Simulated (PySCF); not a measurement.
From a computed spectrum to the compound

A species of 8 atoms with charge 0 has these harmonic modes (PBE0, small Gaussian bases with core potentials, PySCF 2.14.0):

```tsv
cm⁻¹	km/mol	symmetry
62	1.8	e
62	1.8	e
66	68.8	a1
115	17.2	e
115	17.2	e
128	0.0	a2
319	7.8	a1
534	0.1	e
534	0.1	e
571	8.2	a1
574	192.7	e
574	192.7	e
1214	153.5	a1
1632	25.8	e
1632	25.8	e
3491	28.6	a1
3612	57.1	e
3612	57.1	e
```

(1) Which species is it, and in which structure?

## Answers

(1) YbF3(NH3) (singlet in the valence; each metal's 4f electrons, 13 of them, lie in its core potential, out of spins and levels):
```xyz
8

Yb    0.0638   -0.0638    0.0638
F     1.0226    1.3911    1.0226
F    -1.3911   -1.0226    1.0226
F     1.0226   -1.0226   -1.3911
N    -1.3417    1.3417   -1.3417
H    -1.9514    1.9514   -0.7927
H    -0.7927    1.9514   -1.9514
H    -1.9514    0.7927   -1.9514
```
Ideal gas at 298.15 K and 1 bar: S = 400.6 J/(mol K), Cp = 113.8 J/(mol K), H − H(0 K) = 25.3 kJ/mol (rigid rotor, harmonic modes, spin degeneracy alone, that of the 4f electrons in the core included). An lcecp potential fixes the number of 4f electrons, so in runs with it no electron can move into or out of that shell.
 Other answers can fit too; this one was computed.
